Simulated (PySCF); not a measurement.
Species: C₆H₁₀NO (doublet state).
Z-matrix (Å and degrees, GFN2-xTB geometry), rows numbered from 1:
```
C 
C   1  1.2901
C   2  1.5177  1  124.41
C   3  1.5324  2  109.78  1   118.83
C   3  1.5322  2  109.43  1  -119.62
N   3  1.4602  2  107.29  1    -0.41
C   6  1.3395  3  125.35  2  -179.09
O   7  1.2071  6  126.72  3    -0.25
H   1  1.0626  2  141.63  3   179.64
H   2  1.0949  1  123.13  3  -179.72
H   4  1.0869  3  110.53  2    62.07
H   4  1.0880  3  110.19  2   -58.40
H   4  1.0868  3  109.21  2  -177.93
H   5  1.0864  3  109.20  2   177.67
H   5  1.0881  3  110.18  2    58.08
H   5  1.0869  3  110.48  2   -62.38
H   6  1.0133  3  113.84  2     0.50
H   7  1.1089  6  111.20  3   179.79
```

The hyperfine couplings belong to this conformer and change with its torsions.

As a line formula: `[H]/[C]=C/C(C)(C)NC=O` [radical].

Method: PySCF 2.14.0, UKS B3LYP, pcH-1 on C H N O, non-relativistic, mean-field spin-orbit, GIAO. One conformer (not necessarily the lowest) at the GFN2-xTB geometry, without solvent, vibrations or thermal averaging. Couplings are sensitive to structure, and on GFN2-xTB geometries they can be far from those on DFT ones.

Task: Count the α and β electrons and give S(S+1).

Result: 61 electrons with 2S = 1: 31 α and 30 β; S(S+1) = 0.75.

Mulliken spin populations, one withheld:

```
atom           bound to  population
  C1             C2, H9           ?
  C2        C1, C3, H10     -0.1829
  C3     C2, C4, C5, N6     +0.0480
  C4  C3, H11, H12, H13     -0.0027
  C5  C3, H14, H15, H16     -0.0026
  N6        C3, C7, H17     +0.0187
  C7        N6, O8, H18     -0.0016
  O8                 C7     +0.0038
  H9                 C1     +0.0033
 H10                 C2     +0.0836
 H11                 C4     +0.0003
 H12                 C4     +0.0005
 H13                 C4     +0.0002
 H14                 C5     +0.0002
 H15                 C5     +0.0005
 H16                 C5     +0.0003
 H17                 N6     +0.0092
 H18                 C7      0.0000
```

Task: Complete the table.

Result: The populations add up to Nα − Nβ = 1, and the others sum to -0.0212, so C1 holds +1.021.

Task: How is the spin shared among the elements?

Result: Carbon +0.88, hydrogen +0.10, nitrogen +0.02, oxygen 0.00. The positive populations sum to 1.19, the negative ones to -0.19.

Task: With ⟨S²⟩ = 0.7585, find the sum of squared α–β overlaps and estimate the admixture of higher spin.

Result: For a single determinant ⟨S²⟩ = S(S+1) + Nβ − Σ|⟨iα|jβ⟩|², so the squared overlaps of occupied orbitals sum to 30 − 0.0085 = 29.9915. If the quartet state (S + 1) were the only admixture, its weight would be 0.0085/(2S + 2) = 0.28 %. For Kohn–Sham this describes the determinant of the orbitals, not the true wave function.

Task: What Fermi-contact NMR shifts do the couplings of C2, C3, C4/C5, N6, C7, H9, H11 (×6) imply at 250 K (Curie law, g = gₑ)?

Result: δ = a_FC·h·gₑ μB S(S+1)/(3 g_N μN kT), with k/h = 20836.6 MHz/K:

```csv
nuclei,isotope,a_FC (MHz),g_N,contact shift (ppm)
C2,13C,-21.59,1.4048,-2712
C3,13C,41.67,1.4048,+5233
C4/C5,13C,-5.34,1.4048,-671
N6,14N,5.47,0.4038,+2389
C7,13C,-1.06,1.4048,-133
H9,1H,34.93,5.5857,+1103
H11 (×6),1H,0.54,5.5857,+17
```

The sign follows the spin density at the nucleus: positive density means a positive shift. Entries for several nuclei are means.

Means are taken over nuclei equivalent by connectivity, which assumes that they swap fast.

β density exceeds α density at some nuclei, such as C2 (-0.0192), C4/C5 (-0.0048) and H17 (-0.0021), spin density in bohr⁻³. In a single determinant that takes different orbitals for the two spins, that is spin polarisation.

On Arm Neoverse V2, one thread, shared host, this took 1.8 min of wall time (with the writing of density and orbital grids) and 0.98 GiB of memory at its peak.
